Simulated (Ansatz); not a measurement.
`C=CN([SiH3])[SiH2]Cl` → `C=CN[SiH2]Cl` + `[SiH2]`  (silylene loss)

Computed with Ansatz on PBE0-D4/def2-TZVP structures; ΔE is electronic, products minus reactants. CCSD(T)/CBS is the MP2 limit (def2-TZVPP, def2-QZVPP) plus CCSD(T) − MP2 in def2-TZVPP, frozen cores. This one scheme is used for every species. Functionals use def2-TZVPP. B3LYP here is the variant with VWN-RPA as its local correlation; programs differ in this. One conformer a species, not always the lowest.

```csv
level,ΔE (kJ/mol),difference from CCSD(T)/CBS
r2SCAN-D4,287.2,12.7
ωB97X-V,280.6,6.1
ωB97M-V,268.0,-6.5
PBE,251.8,-22.7
r2SCAN,283.4,8.9
B3LYP,241.5,-33.0
HF/def2-TZVPP,244.7,-29.8
MP2/def2-TZVPP,291.9,17.4
SCS-MP2/def2-TZVPP,277.9,3.4
CCSD/def2-TZVPP,261.5,-13.0
CCSD(T)/def2-TZVPP,267.9,-6.6
HF/def2-QZVPP,246.0,-28.5
MP2/def2-QZVPP,296.1,21.6
SCS-MP2/def2-QZVPP,282.1,7.6
HF/CBS(def2),246.2,-28.3
CCSD/CBS(def2),268.1,-6.4
CCSD(T)/CBS,274.5,0
```

Largest T1 diagnostic among the species: 0.014.

From PBE to PBE0 (25 % exact exchange), in def2-TZVPP and without D4, ΔE moves by +13.1 kJ/mol. The D4 term adds +24.4 kJ/mol with B3LYP and +13.1 kJ/mol with PBE0; it sums over pairs of atoms, weighted by their polarisabilities, and B3LYP, whose exchange is more repulsive, gets the larger term. In def2-TZVPP, CCSD(T) changes the Hartree–Fock value by +23.2 kJ/mol (the triples alone add +6.3 kJ/mol) and MP2 by +47.2 kJ/mol.
